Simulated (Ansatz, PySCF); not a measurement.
Gas-phase reaction (SMILES): Cl[SiH2][SiH2]Cl -> Cl[SiH-][SiH2]Cl + H+; deprotonation at the site shown.

Structures are relaxed separately at B3LYP-D3(BJ)/def2-TZVP in Ansatz (an electronic-structure program), one conformer each, not searched for the lowest. Valence correlation only, unless marked. No spin-orbit coupling. Non-relativistic. CBS marks a two-point X^-3 extrapolation of the correlation energy; Hartree-Fock from the larger set. Anions need diffuse functions, of which def2-TZVPD holds fewer than the aug- sets. Thermal terms are rigid-rotor harmonic-oscillator values from B3LYP-D3(BJ) frequencies (PySCF) at 298.15 K and 1 atm. 1 Eh = 627.5095 kcal/mol. The proton has no electrons: its energy is zero and its thermal terms are those of translation.

```
species           E, CCSD(T)/CBS(aug-cc-pV(T+d)Z,aug-cc-pV(Q+d)Z) (Ansatz) (Eh)  E, r2SCAN-D4/def2-TZVPD (Ansatz + dftd4) (Eh)  H - E (Eh)  G - E (Eh)
----------------  -------------------------------------------------------------  ---------------------------------------------  ----------  ----------
Cl[SiH2][SiH2]Cl                                                    -1500.19694                                    -1501.81848     0.04543     0.00544
Cl[SiH-][SiH2]Cl                                                    -1499.63782                                    -1501.26044     0.03489    -0.00581
H+                                                                      0.00000                                        0.00000     0.00236    -0.01000
```

Q: Work out ΔE and ΔH, ΔG, ΔS and the equilibrium constant at 298.15 K at the first level, then ΔH at the second.

A: 
1. ΔE = [(-1499.63782) + (0.00000)] - [(-1500.19694)] = 0.55912 Eh = 350.9 kcal/mol at CCSD(T)/CBS(aug-cc-pV(T+d)Z,aug-cc-pV(Q+d)Z).
2. The terms H - E add up to -0.00818 Eh, so ΔH = (0.55912 + (-0.00818))×627.5095 = 345.7 kcal/mol.
3. The terms G - E add up to -0.02125 Eh, so ΔG = 337.5 kcal/mol, and ΔS = (-0.00818 - (-0.02125))×627509.5/298.15 = 27.5 cal/(mol K).
4. log10 K = -ΔG/(RT ln 10) = -247.4, with RT ln 10 = 1.3642 kcal/mol.
5. At r2SCAN-D4/def2-TZVPD the same steps give ΔE = 350.2 and ΔH = 345.0 kcal/mol, a shift of -0.7 from the first level.
6. These values are not checked against measurement here, since the tables used lack a sound gas-phase enthalpy of formation for at least one species, or one in the same ion convention.
